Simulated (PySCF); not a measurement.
# First hyperpolarisability: 3,3,3-trifluoro-1-propanol (OCCC(F)(F)F, C3H5F3O)

Geometry:
```tsv
atom	x (Å)	y (Å)	z (Å)
O1	1.796	0.242	-1.237
C2	0.490	0.426	-0.772
C3	0.215	-0.378	0.494
C4	-1.206	-0.274	0.975
F5	-1.405	-0.991	2.085
F6	-1.538	0.994	1.255
F7	-2.072	-0.713	0.054
H8	2.402	0.656	-0.615
H9	0.252	1.492	-0.593
H10	-0.184	0.081	-1.571
H11	0.437	-1.440	0.313
H12	0.862	-0.040	1.319
```

Method: quadratic response CAM-B3LYP/def2-TZVPD first hyperpolarisability, Taylor convention, gas phase in PySCF 2.14.0. Geometry: PBE0-D3(BJ)/def2-SVP.

Problem. What is the first hyperpolarisability, and how does it disperse?

Solution. In au, Taylor convention; the vector part is βᵢ = ⅓ Σⱼ (βᵢⱼⱼ + βⱼᵢⱼ + βⱼⱼᵢ); β∥ is 3/5 of the vector part along the dipole, the dipole points from − to +:
```
                   process  λ (nm)  β vector norm     β∥  β HRS  depolarisation ratio
           static β(0;0,0)       ∞           39.6  -22.9   17.9                  3.86
second harmonic β(−2ω;ω,ω)    1907           40.6  -23.5   18.4                  3.90
         Pockels β(−ω;ω,0)    1907           39.9  -23.1      –                     –
second harmonic β(−2ω;ω,ω)    1064           43.1  -24.9   19.3                  3.99
         Pockels β(−ω;ω,0)    1064           40.7  -23.6      –                     –
```

Problem. Which lowest excitations, dipole and polarisabilities go with it?

Solution. S1 6.98 eV (f = 0.007); S2 8.46 eV (f = 0.012); S3 8.49 eV (f = 0.009); dipole 1.97 D; isotropic α 46.1 au static, 46.2 au at 1907 nm, 46.3 au at 1064 nm, 46.4 au at 953.5 nm, 47.1 au at 532 nm.
